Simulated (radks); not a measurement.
All-electron atom: Zr XXVI in [Ne] 3s2 3p3.

Method: Dirac Kohn-Sham, BLYP, spin-unpolarised, spherical densities, finite nucleus; open shells fill j = l - 1/2 first; Fermi nuclear charge, rms radius 4.2694 fm; computed with a radial shooting solver on a logarithmic mesh with Libxc functionals.

Energy parts (Ry):
part                        energy
total                  -6362.52204
kinetic                 6605.12112
electron-nucleus      -13958.64764
Hartree                 1146.41958
exchange-correlation    -155.41510

Orbitals (lengths in bohr, moments of r in powers of bohr; r(90%) holds 90 % of the orbital's charge):
[
 {"orbital": "1s1/2", "occ.": "2", "eigenvalue (Ry)": "-1395.322", "<1/r>": "41.26", "r(90%)": "0.0664", "<r^4>": "8.861e-06", "<r^2>": "0.001852"},
 {"orbital": "2s1/2", "occ.": "2", "eigenvalue (Ry)": "-264.1572", "<1/r>": "9.454", "r(90%)": "0.247", "<r^4>": "0.001563", "<r^2>": "0.03028"},
 {"orbital": "2p1/2", "occ.": "2", "eigenvalue (Ry)": "-249.6401", "<1/r>": "9.407", "r(90%)": "0.223", "<r^4>": "0.001036", "<r^2>": "0.02289"},
 {"orbital": "2p3/2", "occ.": "4", "eigenvalue (Ry)": "-243.1828", "<1/r>": "9.006", "r(90%)": "0.229", "<r^4>": "0.001142", "<r^2>": "0.02418"},
 {"orbital": "3s1/2", "occ.": "2", "eigenvalue (Ry)": "-97.43663", "<1/r>": "3.699", "r(90%)": "0.582", "<r^4>": "0.04896", "<r^2>": "0.1827"},
 {"orbital": "3p1/2", "occ.": "2", "eigenvalue (Ry)": "-92.38034", "<1/r>": "3.638", "r(90%)": "0.572", "<r^4>": "0.04495", "<r^2>": "0.1717"},
 {"orbital": "3p3/2", "occ.": "1", "eigenvalue (Ry)": "-90.90119", "<1/r>": "3.539", "r(90%)": "0.581", "<r^4>": "0.04786", "<r^2>": "0.1775"}
]

The highest occupied level is 3p3/2 at -1236.8 eV. Summed over all electrons, <r^2> = 1.093 bohr^2, which gives a Langevin (diamagnetic) susceptibility term of -0.866 x 10^-6 cm^3/mol. For comparison, the ionisation energy in NIST's Atomic Spectra Database is 1277 eV (semi-empirical). In exact Kohn-Sham theory the highest level is minus the ionisation energy, but local and semilocal functionals leave it too shallow, through self-interaction and a potential that decays too fast; potentials with the right tail come closer. The density falls to 0.001 e/bohr^3 at r = 1.07 bohr.

Beside tabulated values, note that spin-unpolarised runs miss the spin-polarisation part of the exchange energy of open shells.
